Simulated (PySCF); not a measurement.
## Dipole moment and polarisability of `CO/C(F)=C\C#C[SiH3]`

Species: C₅H₇FOSi.
Cartesian coordinates in Å at the GFN2-xTB level; atoms count from 1:
```
atom  x, y, z in Å
C1    -2.8077    1.1875    0.4826
O2    -1.5208    0.6201    0.3235
C3    -0.9922   -0.0268    1.3640
F4    -1.7698   -0.0615    2.4697
C5     0.2058   -0.6177    1.3829
C6     1.0708   -0.6244    0.2760
C7     1.8433   -0.6519   -0.6549
Si8    2.9926   -0.6752   -2.0938
H9    -3.0395    1.6556   -0.4712
H10   -3.5532    0.4205    0.7107
H11   -2.8133    1.9397    1.2765
H12    0.5287   -1.1132    2.2855
H13    2.3241   -1.3448   -3.2134
H14    3.3236    0.7076   -2.4501
H15    4.2031   -1.4076   -1.7099
```

Level: wB97X-D/def2-SVPD (PySCF), static field, nuclei fixed, core orbitals frozen in the response. The polarisability tensor in these axes (au):

```
x   125.47 -17.12 -30.82
y   -17.12  74.19   2.12
z   -30.82   2.12 101.10
```

**Question.** What are the eigenvalues, a third of the trace, and Δα (Δα² = ½Σ(αi − αj)² over the three pairs)?

**Answer.** Principal values 66.65, 84.53 and 149.59 au; mean 100.26 au = 14.86 Å³ = 16.53 × 10⁻⁴⁰ C²·m²/J; Δα = 75.61 au (75 % of the mean).

**Question.** What is the dipole moment, and where does it point?

**Answer.** (-2.33, 1.01, 0.33) D, 2.56 D in size, pointing from the negative to the positive side. Measured along this direction, the outermost atoms are H15 at the negative end and H10 and H11 at the positive end.

**Question.** Give the eigenvalues of the traceless quadrupole moment Θ = ½Σq(3rr − r²1), origin at the centre of nuclear charge.

**Answer.** -6.08, -3.69, 9.77 D·Å. The values depend on the origin, since the dipole doesn't vanish. The electronic extent ⟨r²⟩ about the same centre is 1977 bohr², a root-mean-square distance of 2.85 Å for the 68 electrons.

**Question.** Give the principal axes and the span of the nuclei along them.

**Answer.** Largest value along (0.82, -0.20, -0.53), where the nuclei span 8.04 Å; middle along (0.39, -0.48, 0.78), 4.89 Å; least along (0.42, 0.85, 0.32), 2.41 Å. The response follows the extents in order.

**Question.** Find the Langevin capture rate constant for NH4+ (18.034 u) meeting this molecule (130.025 u), k = 2.342 × 10⁻⁹ cm³/s × √(α in Å³ / reduced mass in u).

**Answer.** The reduced mass is 15.84 u, so k = 2.27 × 10⁻⁹ cm³/s. The formula leaves out the permanent dipole, which adds to the capture rate.

**Question.** What depolarisation ratio follows for Rayleigh scattering of linearly polarised light, taking the static tensor?

**Answer.** ρ = 3Δα²/(45ᾱ² + 4Δα²) = 17150.6/(452302 + 22867.4) = 0.0361.

**Question.** How large is μ²/3kT at 350 K beside α?

**Answer.** In Gaussian units μ²/3kT = 45.32 Å³ against 14.86 Å³, a ratio of 3.05; the Debye molar polarisation (4π/3)N_A(α + μ²/3kT) is 151.8 cm³/mol, leaving out the vibrational part.

One conformer (not necessarily the lowest) at the GFN2-xTB geometry, without solvent, vibrations or thermal averaging.
